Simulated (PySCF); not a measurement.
**MAl cations for M along group 14**

PBE0 with double-zeta basis sets in PySCF, for the lowest determinant that a PBE0 search found; no spin–orbit coupling. De refers to high-spin ground-configuration atoms (the charge goes to the atom of lower measured ionisation energy or higher electron affinity, which is not always the lowest computed limit). A positive dipole points towards Al; it is taken about the centre of mass and depends on that origin.

```tsv
M	basis	charged atom	state (unpaired electrons)	Re (Å)	ωe (cm⁻¹)	De (eV)	μ (D)
Si	def2-SVP	Al+	triplet (σ ↑, π ↑)	2.778	209	1.06	1.75
Ge	def2-SVP	Al+	triplet (σ ↑, π ↑)	2.820	179	1.14	4.43
Sn	x2c-SVPall	Al+	triplet (σ ↑, π ↑)	2.996	161	1.28	4.95
Pb	def2-SVP	Al+	triplet (σ ↑, π ↑)	3.052	156	n/a	5.45
```

The shortest bond is that of AlSi⁺ (2.778 Å), the longest that of AlPb⁺ (3.052 Å).

The rows differ in basis set, which adds steps of its own.

Down a group the atoms grow and get heavier, so bonds lengthen and wavenumbers fall; this series shows no clear exception.

Spin–orbit coupling is left out, which matters for elements this heavy, above all for dissociation energies. For an ion De counts to the pair picked by the measured ionisation energies or electron affinities, which need not be the lowest pair at this level. States were picked by a PBE0 search and need not be the measured ground states.
